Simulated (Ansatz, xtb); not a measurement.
Species: InH (charge 0, singlet). 
Structure (B3LYP-D3(BJ)/def2-TZVP (Ansatz, a first-principles code) minimum search):
```xyz
2

In     0.0000     0.0000    -0.0373
H      0.0000     0.0000     1.8254
```

Harmonic wavenumbers from GFN2-xTB (xtb, at its own minimum), cm⁻¹: 1113.

### Question
Give the harmonic wavenumbers at B3LYP-D3(BJ)/def2-TZVP (Ansatz, finite differences of forces, unscaled).

### Answer
1430 cm⁻¹. Zero-point energy 2.0 kcal/mol.

### Question
From these and the geometry, give the ideal-gas thermochemistry at 298.15 K and 1 atm (rigid rotor, harmonic oscillator).

### Answer
Point group C∞v, rotational symmetry number 1. Rotational constants 145.8, 145.8 GHz. S(trans) 40.16, S(rot) 9.44, S(vib) 0.02, S(elec, spin only) 0.00, S 49.6 cal/(mol K). H(298) - H(0) 2.08 kcal/mol; G - E(el) -10.7 kcal/mol.
